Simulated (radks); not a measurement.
Values are calculated unless marked as measured or tabulated.
The mean radii <r> (bohr) of the occupied orbitals of an atom or ion are listed with their occupations. Level of theory: Dirac Kohn-Sham, PBEsol, spin-unpolarised, spherical densities, point nucleus (a radial shooting solver on a logarithmic mesh with Libxc functionals).

| orbital | occ. | <r> |
|---|---|---|
| 1s1/2 | 2 | 0.05216 |
| 2s1/2 | 2 | 0.2351 |
| 2p1/2 | 2 | 0.2041 |
| 2p3/2 | 4 | 0.2075 |
| 3s1/2 | 1 | 0.7048 |
| 3p1/2 | 2 | 0.7285 |
| 3p3/2 | 4 | 0.7383 |
| 3d3/2 | 3.6 | 0.8462 |
| 3d5/2 | 5.4 | 0.8506 |
| 4f5/2 | 0.428571 | 5.901 |
| 4f7/2 | 0.571429 | 5.901 |

Name the element and its charge. Open shells, if any, are shared by 2j + 1.

Answer. Z = 29, copper, charge +2: Cu2+ in [Ne] 3s1 3p6 3d9 4f1. The 1s radius gives Z: for a bare nucleus <r> = (2 gamma + 1)/(2Z) with gamma = sqrt(1 - (Z/c)^2), 0.05094 bohr for Z = 29, and screening makes it slightly larger (0.05216 here). The occupations add up to 27, and the charge is Z minus that.
